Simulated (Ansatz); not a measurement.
Reactions of CH5F2NSi2, SMILES `N=C(F)[SiH](F)[SiH3]`.

Isolated molecules relaxed with PBE0-D4/def2-TZVP in Ansatz; ΔE leaves out vibrations. CBS: MP2 limit from def2 TZ/QZ plus the TZ coupled-cluster correction, frozen cores. This one scheme is used for every species. DFT in def2-TZVPP. For Ga outer-core shells are correlated without core-valence functions, which leaves a few kJ/mol of doubt a bond. Scalar relativity is left out up to krypton. Each species was taken in one conformer, which may not be the lowest.

| reaction | PBE0-D4 (eV) | r2SCAN-D4 (eV) |
| --- | --- | --- |
| `N=C(F)[SiH](F)[SiH3]` + HCl → `F[SiH]([SiH3])Cl` + `N=CF` | -1.10 | -1.11 |
| `N=C(F)[SiH](F)[SiH3]` + `[CH3][GaH][F]` → `F[SiH](F)[SiH3]` + `[CH3][GaH][C](=N)F` | -0.40 | -0.40 |
| `N=C(F)[SiH](F)[SiH3]` + CH₃SH → `CS[SiH](F)[SiH3]` + `N=CF` | -0.77 | -0.75 |
| `N=C(F)[SiH](F)[SiH3]` + `O[SiH3]` → `F[SiH]([SiH3])O[SiH3]` + `N=CF` | -1.26 | -1.29 |
| `N=C(F)[SiH](F)[SiH3]` + `O=COC=S` → `F[SiH]([SiH3])OC=S` + `N=C(F)C=O` | -0.71 | -0.73 |

(1) Give the CCSD(T)/CBS values in the same order. (Best estimate.)

Largest T1 diagnostic: 0.018, for `O=COC=S`.

## Answers

(1) Ansatz gave: -1.09, -0.47, -0.73, -1.32, -0.79 eV.
